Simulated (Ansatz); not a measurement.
Energy difference R1 → P1, each structure at its B3LYP-D3(BJ)/def2-TZVP stationary point, reached from a drawn start; harmonic modes at that level show minima.
R1, C4H6BN (SMILES B1C=CC=CN1) (charge 0, multiplicity 1, Z-matrix in Å and degrees):
```
N
H 1 1.0083
C 1 1.3617 2 115.77
C 3 1.3624 1 120.76 2 180.00
H 4 1.0806 3 119.18 1 -180.00
H 3 1.0820 1 117.22 2 0.00
C 4 1.4187 5 120.60 3 -180.00
C 7 1.3713 4 121.82 5 180.00
H 8 1.0839 7 118.10 4 -180.00
H 7 1.0859 8 120.69 9 0.00
B 1 1.4340 2 120.66 3 180.00
H 11 1.1910 1 117.95 2 0.00
```
P1, C4H6BN (SMILES B1NC2C=CC12) (charge 0, multiplicity 1):
```xyz
12

C      0.69314     0.97111     0.85439
C      1.38024     0.54253    -0.20894
C      0.54652    -0.70932    -0.43309
B     -0.87883    -0.49869    -1.15712
N     -1.47645    -0.09668     0.03857
C     -0.24535    -0.22533     0.84040
H      0.72370     1.86874     1.45709
H      2.20975     0.95492    -0.76921
H      1.05155    -1.67360    -0.43966
H     -1.33531    -0.60929    -2.24899
H     -2.34101     0.32394     0.33652
H     -0.32784    -0.84833     1.73005
```

P less R. No zero-point or thermal terms.

Correlated levels freeze the cores.

The values were computed with Ansatz (Gaussian basis) for Hartree–Fock, density functionals and correlated methods. All values are computed, each at the level named.

Total energies in hartree:

```json
[
 {"structure": "R1", "PBE/def2-TZVPP": "-235.447870", "PBE0/def2-TZVPP": "-235.473363", "CCSD(T)/cc-pVTZ": "-235.233531"},
 {"structure": "P1", "PBE/def2-TZVPP": "-235.350015", "PBE0/def2-TZVPP": "-235.376394", "CCSD(T)/cc-pVTZ": "-235.136954"}
]
```

Work out the reaction energy at each level in eV (1 hartree = 27.21139 eV), and say how far PBE/def2-TZVPP lies from CCSD(T)/cc-pVTZ.


- PBE/def2-TZVPP: (-235.350015) − (-235.447870) = 0.097855 hartree = 2.663 eV
- PBE0/def2-TZVPP: (-235.376394) − (-235.473363) = 0.096969 hartree = 2.639 eV
- CCSD(T)/cc-pVTZ: (-235.136954) − (-235.233531) = 0.096577 hartree = 2.628 eV
PBE/def2-TZVPP less CCSD(T)/cc-pVTZ: 0.035 eV. CCSD(T)/cc-pVTZ is the level counted from, the highest shown, and no exact or measured value.

Ansatz is an electronic-structure program.
